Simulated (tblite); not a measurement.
Compound: C₅H₄F₂O₂.
Geometry (GFN2-xTB, Å), atoms numbered from 1 in this order:
```
atom  x, y, z in Å
O1     2.8916    0.8749    0.0361
C2     1.9734    0.1460   -0.1764
C3     0.6923    0.0949    0.6609
O4     0.0719   -1.1747    0.5716
C5    -1.1665   -1.0977   -0.1197
C6    -1.3668    0.3665   -0.3642
F7    -2.4716    0.8194   -0.9511
C8    -0.3276    1.0512    0.0958
F9    -0.1139    2.3619    0.0864
H10    1.9527   -0.5725   -1.0154
H11    0.9388    0.3250    1.7071
H12   -1.1190   -1.6705   -1.0563
H13   -1.9596   -1.5239    0.5074
```

Computed values, GFN2-xTB/tblite, gas phase, harmonic and unscaled. Against measured fundamentals such values can be off by several per cent, at times by over 20. One conformer, not necessarily the lowest.

Harmonic wavenumbers (cm⁻¹): 55.0, 70.8, 149.7, 190.4, 253.0, 306.9, 368.9, 402.1, 458.9, 507.0, 598.9, 646.1, 818.1, 911.8, 975.4, 987.1, 995.7, 1076.1, 1096.2, 1123.1, 1155.0, 1218.4, 1227.2, 1258.9, 1308.7, 1339.1, 1466.1, 1772.6, 1812.7, 2800.1, 2874.0, 2883.1, 2915.4.

A = 2688, B = 1310, C = 960.6 MHz; mass 134.018 u (most abundant isotopes); point group C1, symmetry number 1.

Question: Zero-point energy?

Answer: ½Σν̃ = 18011 cm⁻¹ = 51.50 kcal/mol.

Question: What is S at 500 K and 1 bar for an ideal gas of classical rigid rotors and harmonic oscillators?

Answer: Translation 43.19, rotation 30.48, vibration 37.16: S = 110.8 cal/(mol K).

Question: And Cp and H(500 K) − H(0)?

Answer: Cp = 43.74 cal/(mol K), of which vibrations give 35.79 (their classical limit is 33 R = 65.6); H(500 K) − H(0) = 13.47 kcal/mol without the zero-point energy, 9.49 from vibrations.

Question: What must be added to the electronic energy to get the Gibbs energy at 500 K and 1 bar?

Answer: ZPE + [H(500 K) − H(0)] − T·S = 51.50 + 13.47 − 55.41 = 9.56 kcal/mol.

Question: Blend soft modes into free rotors: weight 1/[1 + (100 cm⁻¹/ν̃)⁴] for the oscillator and the rest for a rotor with moment μB/(μ + B), μ = h/(8π²ν), B = 10⁻⁴⁴ kg m². What vibrational entropy results?

Answer: 34.31 cal/(mol K) in place of 37.16, which changes −T·S at 500 K by +1.43 kcal/mol.

Question: How do the functions run with temperature in this model?

Answer: 
```
 T (K)  S (cal/(mol K))  Cp (cal/(mol K))  H − H(0) (kcal/mol)  G − H(0) (kcal/mol)  ln q(vib)
    50             57.7              11.9                 0.48                -2.41       0.39
   100             67.3              16.1                 1.18                -5.55       1.29
298.15             91.6              30.9                 5.86               -21.46       5.21
373.15             99.1              36.2                 8.38               -28.62       6.69
   750            130.6              53.8                25.77               -72.21      13.76
  1000            147.0              59.8                40.03              -106.98      17.99
```

q(vib) and H(0) count from the zero-point level.

Question: Which modes carry the vibrational entropy at 500 K?

Answer: 55.0 cm⁻¹: 5.65; 70.8 cm⁻¹: 5.15; 149.7 cm⁻¹: 3.68; 190.4 cm⁻¹: 3.21; 253.0 cm⁻¹: 2.66; 306.9 cm⁻¹: 2.30 cal/(mol K); the other 27 give 14.51 together.

Hindered rotation and anharmonicity are outside this model. Other conformers, if any are populated, would add a mixing term that is left out. The structure is chiral; the term R ln 2 for an equal mix with its mirror image is left out.

The run took 1.9 s wall, 1.0 s CPU on an Intel Xeon at 2.50 GHz with one thread, no GPU, shared host with 64 logical CPUs at a one-minute load of 54. This covers the Hessian and the dipole derivatives.
